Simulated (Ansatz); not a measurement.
Basis-set extrapolation for C$_{3}$H$_{6}$OSi (`OC#CC[SiH3]`) (PBE0-D4/def2-TZVP geometry, frozen core, the Gaussian-basis code of Ansatz). Multiplicity 1, RHF reference.

```
                      def2-TZVPP   def2-QZVPP
                 HF  -480.897009  -480.914425
    MP2 correlation    -0.834485    -0.893232
CCSD(T) correlation    -0.909217      not run
```

Energies in hartree. Use E(X) = E(∞) + A·exp(−7.88·√X) for Hartree–Fock and E(X) = E(∞) + B·X^(−2.97) for correlation, with X = 3 and 4, and add CCSD(T) minus MP2 of the smaller set to the MP2 limit.

Task: What is the CCSD(T) energy at the basis-set limit?

Result: HF limit: -480.914425 + (-0.017416) × 0.13774 = -480.91682. MP2 limit: -0.893232 + (-0.058747) × 0.74074 = -0.93675. Higher-order term: -0.909217 − (-0.834485) = -0.07473. Total: -481.92830 hartree, 3.32 eV below CCSD(T)/def2-TZVPP.
